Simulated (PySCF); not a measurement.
# Steps of a relaxation of Pb2F4

Pb2F4 (singlet; a saddle point, relaxed within its symmetry). PySCF 2.14.0, RKS B3LYP, Pb def2-SVP with ECP60, F def2-SVP; non-relativistic Hamiltonian with scalar-relativistic core potentials where named; density fitting; no spin-orbit coupling. Origin of the start: template. Columns: position (Å) and force (eV/Å). Energies are counted from the last step; some of the 6 steps are shown. Forces carry noise of the integration grid, about 0.01 to 0.03 eV/Å.

Run from Python with OMP_NUM_THREADS=2. Where DIIS fails, smearing, a level shift and second-order steps follow.
It took 25 s on 2 threads of Arm Neoverse V1 (shared host), from the converged density of the start.

```xyz
6
step 0  E = 0.074 eV
Pb    0.0000    0.0000    1.8316     0.00    0.00   -1.24
Pb    0.0000    0.0000   -1.8316     0.00    0.00    1.24
F     1.5663    0.0000    0.0000    -0.32    0.00    0.00
F    -1.5663    0.0000    0.0000     0.32    0.00    0.00
F     0.0000    0.0000    3.9042     0.00    0.00    0.95
F     0.0000    0.0000   -3.9042     0.00    0.00   -0.95
```

```xyz
6
step 2  E = 0.001 eV
Pb    0.0000    0.0000    1.8261     0.00    0.00    0.03
Pb    0.0000    0.0000   -1.8261     0.00    0.00   -0.03
F     1.5131    0.0000    0.0000    -0.05    0.00    0.00
F    -1.5131    0.0000    0.0000     0.05    0.00    0.00
F     0.0000    0.0000    3.9567     0.00    0.00   -0.02
F     0.0000    0.0000   -3.9567     0.00    0.00    0.02
```

```xyz
6
step 3  E = 0.000 eV
Pb    0.0000    0.0000    1.8301     0.00    0.00    0.04
Pb    0.0000    0.0000   -1.8301     0.00    0.00   -0.04
F     1.5014    0.0000    0.0000     0.00    0.00    0.00
F    -1.5014    0.0000    0.0000     0.00    0.00    0.00
F     0.0000    0.0000    3.9603     0.00    0.00    0.00
F     0.0000    0.0000   -3.9603     0.00    0.00    0.00
```

Q: Where does the relaxation end?

A: It converges at step 5 in D2h:
```xyz
6
step 5  E = 0
Pb    0.0000    0.0000    1.8365
Pb    0.0000    0.0000   -1.8365
F     1.4954    0.0000    0.0000
F    -1.4954    0.0000    0.0000
F     0.0000    0.0000    3.9668
F     0.0000    0.0000   -3.9668
```

Q: How did the contacts change?

A: 
```
   contact  start (Å)  end (Å)
Pb1–F3 (F)      2.410    2.368
Pb1–F4 (F)      2.410    2.368
Pb1–F5 (F)      2.073    2.130
Pb2–F6 (F)      2.073    2.130
```
